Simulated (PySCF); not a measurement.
PySCF input for C3H5O, SMILES CC(O)=[CH], multiplicity 2, PBE0/pcH-1. Geometry: B3LYP-D3(BJ)/def2-SVP. The isomer is the one that the SMILES or the coordinates give; other isomers of the formula were not compared. One conformer was computed; it need not be the lowest.

```python
import numpy as np
from pyscf import gto, scf, dft
from pyscf.prop.hfc import uks as hfc
from pyscf.prop.gtensor import uks as gtensor

mol = gto.M(
    atom='''
    C     1.18786011   -0.87450630    0.00000000
    C     0.11369543   -0.09853299    0.00000000
    C     0.15264016    1.40116292   -0.00000000
    O    -1.18169937   -0.55820574    0.00000000
    H     1.46108490   -1.92715335    0.00000000
    H     1.18569164    1.77096341   -0.00000000
    H    -0.37272392    1.78938742   -0.88814419
    H    -0.37272391    1.78938743    0.88814419
    H    -1.17290796   -1.52568079    0.00000000
    ''',
    basis='pcH-1',
    charge=0,
    spin=1,
    max_memory=1600,
    verbose=3,
)
mf = dft.UKS(mol, xc='pbe0').density_fit(auxbasis='def2-universal-jkfit')
mf.grids.level = 3
mf.conv_tol = 1e-10
mf.max_cycle = 100
mf.kernel()
fine, coarse = mf.grids, dft.Grids(mol).set(level=1).build(with_non0tab=True)
for _ in range(3):  # follow internal instabilities
    mf.grids = coarse
    mo, _, stable, _ = mf.stability(return_status=True, nroots=4)
    mf.grids = fine
    if stable:
        break
    mf.kernel(mf.make_rdm1(mo, mf.mo_occ))
A = hfc.HFC(mf).make_fcdip(mf.make_rdm1())  # Fermi contact and dipolar terms, MHz
print('atom   A(iso)/MHz   principal dipolar parts/MHz')
for i, a in enumerate(A):
    w = np.linalg.eigvalsh((a + a.T) / 2)
    print(f'{mol.atom_symbol(i):2s}{i + 1:3d} {w.mean():12.2f}', (w - w.mean()).round(2))
gt = gtensor.GTensor(mf)
gt.dia_soc2e, gt.para_soc2e, gt.so_eff_charge = None, None, True
gt.max_cycle_cphf = 60
g = gt.kernel()
```

Program output:

```

WARN: HOMO -0.2229999919889 >= LUMO -0.222999991988893

converged SCF energy = -192.230102231269  <S^2> = 0.7638802  2S+1 = 2.0138324
<class 'pyscf.df.df_jk.DFUKS'> wavefunction is stable in the internal stability analysis
atom   A(iso)/MHz   principal dipolar parts/MHz
C   1       352.00 [-81.86 -54.21 136.07]
C   2        11.86 [-21.37   5.05  16.32]
C   3        27.14 [-3.27 -2.92  6.18]
O   4       -10.41 [-28.05   9.11  18.94]
H   5         5.35 [-31.24  -7.46  38.7 ]
H   6         3.23 [-5.69 -2.85  8.54]
H   7        -5.56 [-2.48 -1.45  3.93]
H   8        -5.56 [-2.48 -1.45  3.93]
H   9        -5.66 [-9.21 -0.28  9.48]
SOC(1e)/OZ [-1.51080721e-05 -4.85842161e-04 -5.34907868e-05]
free electron g 2.00231930436182
g-tensor total [2.00272403 2.00123637 2.0021544 ]
g-shift (ppt) [ 0.40472215 -1.0829374  -0.16490008]
```

The calculation finished and met its thresholds.
